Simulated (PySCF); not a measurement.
Correlation energy of O (oxygen, neutral)

[He] 2s2 2p4, high-spin 3P determinant. All numbers are calculated (PySCF 2.14, the spin-free X2C one-electron Hamiltonian (Gaussian nucleus), in x2c-SVPall). Frozen: 1s2; 6 electrons correlated.

MP2 pair energies summed by pair of shells (mhartree):

```tsv
pair	energy	share (%)
2p-2p	-49.35	48.7
2s-2p	-44.46	43.9
2s-2s	-7.58	7.5
```

Total MP2 correlation energy: -101.38 mhartree.

Same-spin part -25.87 and opposite-spin part -75.51 mhartree; SCS-MP2 scales them by 1/3 and 6/5 to -99.24 mhartree.

```csv
level,correlation energy (mhartree)
CCSD,-116.62
(T),-0.83
CCSD(T),-117.45
```

Diagnostics: T1 = 0.0034, D1 = 0.0067, largest double amplitude 0.054.

Q: Is a single reference adequate?

A: Yes: T1 lies below 0.03 and no double amplitude reaches 0.07.
